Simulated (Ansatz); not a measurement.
Cd₆S₆⁻, that is (CdS)6 prism with one electron more. The state is a doublet with charge -1. Geometry r2SCAN-D4/def2-SVP, that of the neutral singlet.

```xyz
12

Cd    0.4806    2.1195   -1.0285
S    -0.7747    0.9593   -2.8063
Cd   -2.0254   -0.4502   -1.2152
S    -2.7724   -0.6643    1.1255
Cd   -1.0470    0.8778    1.9785
S     0.5045    2.6955    1.3694
Cd    2.0255    0.4501    1.2151
S     2.7725    0.6645   -1.1255
Cd    1.0472   -0.8778   -1.9784
S    -0.5044   -2.6955   -1.3694
Cd   -0.4810   -2.1196    1.0286
S     0.7748   -0.9593    2.8062
```

In the def2 sets Cd takes a core potential; there is no spin–orbit coupling. Single mean-field runs in def2-TZVP are fitted with def2-universal-jkfit.

**Question.** Estimate the α-spin orbital energies around the gap (eV) in Ansatz with PBE-D4/def2-TZVP, PBE0-D4/def2-TZVP, r2SCAN0-D4/def2-TZVP.

**Answer.** 
```
orbital  PBE-D4/def2-TZVP  PBE0-D4/def2-TZVP  r2SCAN0-D4/def2-TZVP
 HOMO−5             -3.12              -4.19                 -4.37
 HOMO−4             -3.12              -4.19                 -4.37
 HOMO−3             -2.65              -3.71                 -3.89
 HOMO−2             -2.43              -3.45                 -3.63
 HOMO−1             -2.43              -3.45                 -3.63
   HOMO             -0.48              -0.69                 -0.73
   LUMO              0.35               0.98                  0.96
 LUMO+1              0.82               1.41                  1.42
 LUMO+2              0.82               1.41                  1.42
 LUMO+3              0.96               1.58                  1.61
 LUMO+4              0.96               1.67                  1.68
 LUMO+5              0.97               1.67                  1.68
 β HOMO             -2.42              -3.46                 -3.65
 β LUMO             -0.25               0.47                  0.58
```
